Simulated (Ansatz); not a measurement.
C2H6ClNZn, SMILES `C[N](C)[Zn][Cl]`. Total charge 0; spin multiplicity 1.

```xyz
11

C     0.732   -0.732    0.857
N     0.011   -0.045   -0.180
C    -0.788    1.040    0.323
Zn    0.091   -0.500   -1.920
Cl    0.187   -1.026   -3.942
H     0.053   -1.165    1.609
H     1.418   -0.057    1.393
H     1.333   -1.551    0.454
H    -1.539    0.691    1.051
H    -1.327    1.549   -0.480
H    -0.172    1.797    0.835
```

(1) List the harmonic frequencies (cm⁻¹, unscaled) at PBE0-D4/def2-TZVP in Ansatz. (Best estimate.)

(2) Is this a minimum?

(3) Give the ideal-gas thermochemistry at 298.15 K and 1 bar (rigid rotor, harmonic oscillator; point group C2v, symmetry number 2).

(4) And at 400, 500, 600, 800 and 1000 K?

Results:

(1) The calculation gave: 52, 75, 102, 226, 239, 262, 295, 422, 590, 1020, 1093, 1116, 1152, 1240, 1304, 1443, 1464, 1468, 1469, 1500, 1517, 2956, 2962, 2986, 2998, 3097, 3098.

(2) Yes, all 27 modes are real.

(3) Zero-point energy 216.2 kJ/mol; H(298) − E = 238.9 kJ/mol; entropy 367.4 J/(mol·K), of which translation 170.9, rotation 109.7, vibration 86.8; G(298) − E = 129.4 kJ/mol. Modes under 100 cm⁻¹ are hindered rotations or soft bends, so the harmonic entropy is rough.

(4) 
| T (K) | H − E (kJ/mol) | S (J/mol/K) | G − E (kJ/mol) |
| --- | --- | --- | --- |
| 400 | 250.6 | 400.9 | 90.2 |
| 500 | 263.7 | 430.1 | 48.7 |
| 600 | 278.4 | 456.8 | 4.3 |
| 800 | 311.5 | 504.3 | -91.9 |
| 1000 | 348.6 | 545.7 | -197.0 |
